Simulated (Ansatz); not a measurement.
Basis-set extrapolation for `CC(=S)[SiH2]O` (PBE0-D4/def2-TZVP geometry, frozen core, Ansatz). Multiplicity 1, RHF reference.

|  | def2-TZVPP | def2-QZVPP |
| --- | --- | --- |
| HF | -840.672464 | -840.700192 |
| MP2 correlation | -0.868089 | -0.933670 |
| CCSD(T) correlation | -0.954454 | not run |

Energies in hartree. Use E(X) = E(∞) + A·exp(−7.88·√X) for Hartree–Fock and E(X) = E(∞) + B·X^(−2.97) for correlation, with X = 3 and 4, and add CCSD(T) minus MP2 of the smaller set to the MP2 limit.

**Question.** What is the CCSD(T) energy at the basis-set limit?

**Answer.** HF limit: -840.700192 + (-0.027728) × 0.13774 = -840.70401. MP2 limit: -0.933670 + (-0.065581) × 0.74074 = -0.98225. Higher-order term: -0.954454 − (-0.868089) = -0.08637. Total: -841.77263 hartree, 382.6 kJ/mol below CCSD(T)/def2-TZVPP.
